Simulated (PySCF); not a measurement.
Species: C2H8Ge.
Bonds: C1–Ge2, Ge2–C3. Hydrogens: H4, H5, H6 on C1; H7, H8 on Ge2; H9, H10, H11 on C3.

Method: PBE0-D3(BJ)/def2-SVP geometry optimisation, gas phase (PySCF 2.14.0); density fitting, grid level 1; the optimiser is geomeTRIC in internal coordinates, started from a GFN2-xTB structure.

Step 0: E = -58704.5137 eV
```
atom  x, y, z in Å  |  force x, y, z in eV/Å
C1      1.5521    0.5835   -0.0769   -0.492  -0.323   0.083
Ge2     0.1027   -0.6882    0.3165   -0.111   0.795  -0.368
C3     -1.6449    0.0421   -0.2163    0.562  -0.152   0.134
H4      2.5201    0.1845    0.2121    0.388  -0.241   0.153
H5      1.3967    1.5157    0.4603   -0.097   0.381   0.244
H6      1.5831    0.8086   -1.1401   -0.016   0.070  -0.455
H7      0.0981   -1.0226    1.7844   -0.026  -0.056   0.743
H8      0.3542   -1.9898   -0.3970    0.118  -0.586  -0.449
H9     -2.4494   -0.6556   -0.0035   -0.303  -0.362   0.125
H10    -1.8500    0.9672    0.3163   -0.053   0.394   0.249
H11    -1.6574    0.2573   -1.2817    0.031   0.079  -0.459
```

Q: Estimate the geometry and energy of step 1. (The exact step hangs on the optimiser's Hessian estimate; all steps are aligned on step 0, rigid shifts and turns removed.)

A: E = -58704.5659 eV, largest force 0.209 eV/Å
```
atom  x, y, z in Å  |  force x, y, z in eV/Å
C1      1.5321    0.5823   -0.0790    0.085   0.034  -0.006
Ge2     0.1040   -0.6910    0.3165    0.019  -0.188   0.089
C3     -1.6253    0.0461   -0.2153   -0.089   0.016  -0.022
H4      2.5125    0.1780    0.2169   -0.041   0.008  -0.008
H5      1.3712    1.5261    0.4649   -0.013  -0.035  -0.008
H6      1.5638    0.8069   -1.1565   -0.018  -0.019   0.028
H7      0.0908   -1.0093    1.8409    0.006   0.042  -0.192
H8      0.3622   -2.0238   -0.4466   -0.030   0.170   0.095
H9     -2.4419   -0.6598    0.0007    0.043   0.015  -0.001
H10    -1.8284    0.9832    0.3262    0.022  -0.030  -0.006
H11    -1.6354    0.2639   -1.2947    0.015  -0.012   0.030
```

The energy changes by -0.0522 eV. The first-order estimate −F·Δx gives -0.1319 eV and the mean of the old and new forces, exact on a quadratic surface, -0.0541 eV. The step makes an angle of 51° with the force vector and moves no atom by more than 0.061 Å.

What follows is the cost of the whole optimisation. Hardware: one thread, Intel Xeon Gold 6455B (x86_64), shared host with 64 logical CPUs at a one-minute load of 19. Cost: 9.5 s, 0.42 GiB resident at most.
